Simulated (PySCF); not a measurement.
Species: sum formula BN2H4F, charge 0, multiplicity 1. SMILES: NB(N)F
Structure (B3LYP-D3(BJ)/def2-TZVP (Ansatz) minimum search):
```xyz
8

B      0.0014     0.0156     0.0056
F      0.1193     1.2867     0.4613
N      1.1907    -0.7037    -0.2412
N     -1.3015    -0.4919    -0.1874
H      1.2201    -1.6480    -0.5787
H      2.0929    -0.2912    -0.0857
H     -2.1138     0.0663     0.0051
H     -1.5042    -1.4165    -0.5199
```

Dispersion corrections to the total energy (kcal/mol) from the dftd3 and dftd4 libraries through PySCF: D3(BJ) without and D4 with the three-body term, each with the damping fitted for the functional named.

```json
[
 {"functional": "revPBE", "D3(BJ)": "-6.59", "D4": "-8.69"},
 {"functional": "TPSS", "D3(BJ)": "-3.04", "D4": "-3.20"},
 {"functional": "HF", "D3(BJ)": "(withheld)", "D4": "-9.59"},
 {"functional": "LC-wPBE", "D3(BJ)": "(withheld)", "D4": "-2.59"},
 {"functional": "BP86", "D3(BJ)": "-3.63", "D4": "-3.00"},
 {"functional": "PBE0", "D3(BJ)": "-2.06", "D4": "-1.94"},
 {"functional": "B2GP-PLYP", "D3(BJ)": "(withheld)", "D4": "-0.95"}
]
```

Problem. Some entries are withheld; supply them.

Solution. 
- HF, D3(BJ): -21.94
- LC-wPBE, D3(BJ): -2.16
- B2GP-PLYP, D3(BJ): -1.31
